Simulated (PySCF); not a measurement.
# Excitation energy of Se²⁺ by level of theory

Se²⁺ [Ar] 3d10 4s2 4p2 (3P) → Se²⁺ [Ar] 3d10 4s1 4p2 4d1 (high-spin determinant), as a difference of total energies. Computed with PySCF 2.14 in aug-cc-pVTZ-PP with ECP10MDF (6s5p4d2f, 55 functions), with scalar relativity through the core potential. Correlated levels: valence: 3s2 3p6 3d10 frozen. The calculations carry no spin-orbit coupling.

```csv
method,excitation energy (eV)
UHF,23.064
LDA,24.926
PBE,24.442
PBE0,24.347
r2SCAN,24.241
BP86,24.507
wB97M-V,24.817
BLYP,24.993
M06-2X,24.694
MP2 (valence),24.057
SCS-MP2 (valence),24.525
```

Question: How much does correlation contribute at MP2 (valence)?

Answer: 24.057 − (23.064) = 0.993 eV, measured against UHF.

The promoted electron is Rydberg-like, and one or two diffuse shells describe it only roughly, which tends to raise the upper state.

The determinant of the upper state mixes LS terms, which raises its energy above the lowest term, most at the Hartree-Fock and MP2 levels.
